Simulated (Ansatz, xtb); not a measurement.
Ligand exchange: C3H5Cl + HI → C3H6 + ICl

Species: C3H5Cl (2-chloropropene) `C=C(C)Cl`, singlet; HI, singlet; C3H6 (propene) `C=CC`, singlet; ICl (iodine monochloride), singlet. The partners trade Cl for H: C–Cl and I–H bonds give way to C–H and I–Cl.

Shapes, held fixed at every level: PBE0-D4/def2-TZVP. Programs: Ansatz 0.2.0, xtb 6.7.1. The zero-point and thermal change to 298 K, harmonic and unscaled (PBE0-D4/def2-TZVP), is +10.2 kJ/mol.

Problem. Estimate the reaction enthalpy at 298 K.

Solution. From tabulated heats of formation (Active Thermochemical Tables, CRC Handbook of Chemistry and Physics), ΔH(298 K) = +32.3 kJ/mol. Nearest: BHLYP-D4/def2-TZVPP (+0.6); farthest: MP2/def2-SVP (+35.5). 4 of 9 levels lie within 10 kJ/mol. The heats of C3H5Cl come from older tables and can be uncertain by 10 kJ/mol or more. For atoms past krypton def2 sets carry core potentials with scalar relativity. Outer-core shells of I are correlated in most correlated rows, in sets that cover them unevenly.

| level | kind | ΔH (kJ/mol) | computed − measured |
| --- | --- | --- | --- |
| GFN2-xTB | semi-empirical | +39.8 | +7.5 |
| SPW92/def2-TZVPP | LDA | +52.5 | +20.2 |
| BHLYP-D4/def2-TZVPP | global hybrid | +32.9 | +0.6 |
| r2SCAN0-D4/def2-TZVPP | global hybrid | +44.6 | +12.3 |
| wB97M-V/def2-TZVPP | range-separated hybrid | +38.2 | +5.9 |
| wB97X-V/def2-TZVPP | range-separated hybrid | +40.2 | +7.9 |
| MP2/def2-SVP | perturbation theory | +67.8 | +35.5 |
| CCSD/def2-TZVPP | coupled cluster or CI | +44.7 | +12.4 |
| CCSD(T)/def2-TZVPP | coupled cluster or CI | +46.8 | +14.5 |
